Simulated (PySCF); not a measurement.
**Diatomic cations of Zr with the halogens**

PBE0 with triple-zeta basis sets in PySCF, for the lowest determinant that a PBE0 search found; no spin–orbit coupling. De refers to high-spin ground-configuration atoms (the charge goes to the atom of lower measured ionisation energy or higher electron affinity, which is not always the lowest computed limit). A positive dipole points towards Zr; it is taken about the centre of mass and depends on that origin.

| M | basis | charged atom | state (unpaired electrons) | Re (Å) | ωe (cm⁻¹) | De (eV) | μ (D) |
| --- | --- | --- | --- | --- | --- | --- | --- |
| F | def2-TZVPPD | Zr+ | triplet (σ ↑, δ ↑) | 1.815 | 757 | n/a | 4.59 |
| Cl | def2-TZVPPD | Zr+ | triplet (σ ↑, δ ↑) | 2.228 | 467 | n/a | 5.23 |
| Br | def2-TZVPPD | Zr+ | triplet (σ ↑, δ ↑) | 2.377 | 334 | n/a | 7.03 |

The shortest bond is that of ZrF⁺ (1.815 Å), the longest that of ZrBr⁺ (2.377 Å).

Down a group the atoms grow and get heavier, so bonds lengthen and wavenumbers fall; this series shows no clear exception.

De is left out where the level can put another filling of the metal’s s and d shells below the measured ground configuration, by anything from nothing to about 1 eV. These are scalar-relativistic numbers at best; spin–orbit coupling would shift them, the dissociation energy most. With d or f electrons several states lie close, and the lowest PBE0 determinant need not be the measured ground state.
